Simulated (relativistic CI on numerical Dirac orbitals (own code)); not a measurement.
# Co2+ in a cubic cluster: 2p photoemission with charge transfer

Computed with a charge-transfer multiplet model of a cubic metal-ligand cluster with up to 2 ligand holes, Slater and spin-orbit integrals from Dirac-Coulomb-Breit ions, Slater integrals scaled by 0.9. The parameters are those of a tetrahedral site (10Dq negative, t2 hopping the larger). The ground state mixes d7 with configurations of k ligand holes L, whose averages lie at kΔ + k(k − 1)U_dd/2; a core hole lowers each added d electron by U_cd. 20 K, Lorentzian 0.6 eV and Gaussian 0.8 eV FWHM.

Atomic integrals in eV (Slater integrals scaled, ζ unscaled), ground: F2dd 10.387, F4dd 6.447, zeta_d 0.063; with the core hole: F2dd 12.032, F4dd 7.520, zeta_d 0.093, zeta_core 9.664, F2cd 7.139, G1cd 5.417, G3cd 3.080.

Cluster parameters (eV): Δ = 1.9, U_dd = 5.7, 10Dq = -0.5, 10Dq(ligand) = 0, V(eg) = 1.12, V(t2g) = -1.91, final-state hopping factor = 0.8.

```
         Case   n_d    d7   d8L  d9L2     S
U_cd = 5.1 eV  7.34  0.68  0.30  0.02  1.50
U_cd = 5.7 eV  7.34  0.68  0.30  0.02  1.50
U_cd = 6.3 eV  7.34  0.68  0.30  0.02  1.50
U_cd = 6.9 eV  7.34  0.68  0.30  0.02  1.50
U_cd = 7.5 eV  7.34  0.68  0.30  0.02  1.50
```

Weights, n_d and S are thermal averages at 20 K. Binding energies count from the first peak over 30 % of the highest in each spectrum, which can be another peak from case to case. The parameters are a model scan and need not match a compound or its usual spin state. Peaks in eV (height, largest 100):
- U_cd = 5.1 eV: 0.0 (100), 5.5 (33), 9.6 (9), 15.8 (54), 21.1 (15)
- U_cd = 5.7 eV: 0.0 (100), 5.4 (37), 8.4 (12), 9.7 (11), 15.7 (53), 21.2 (18)
- U_cd = 6.3 eV: 0.0 (100), 5.3 (43), 8.3 (17), 12.2 (5), 15.7 (51), 21.4 (20)
- U_cd = 6.9 eV: 0.0 (100), 5.2 (48), 8.3 (24), 12.4 (7), 15.5 (50), 21.8 (22)
- U_cd = 7.5 eV: 0.0 (100), 5.4 (50), 8.6 (31), 13.0 (9), 15.5 (50), 21.7 (25)

For the case U_cd = 6.9 eV, Δ = 1.9 eV is smaller than U_dd = 5.7 eV, the charge-transfer side of the Zaanen-Sawatzky-Allen scheme. With the core hole the configuration with one ligand hole lies at Δ − U_cd = -3.2, -3.8, -4.4, -5.0, -5.6 eV from the one without, in the order of the table; where this is negative the screened configuration lies lower, though the effective hopping of about 2.5 eV (from the holes of the mixed ground state) mixes the two strongly wherever it is as large as the gap.

With at most 2 ligand holes the space is cut while the next configuration still counts, so covalency is underestimated, and a final configuration with one more ligand hole, which can lie low, is missing from the spectra.
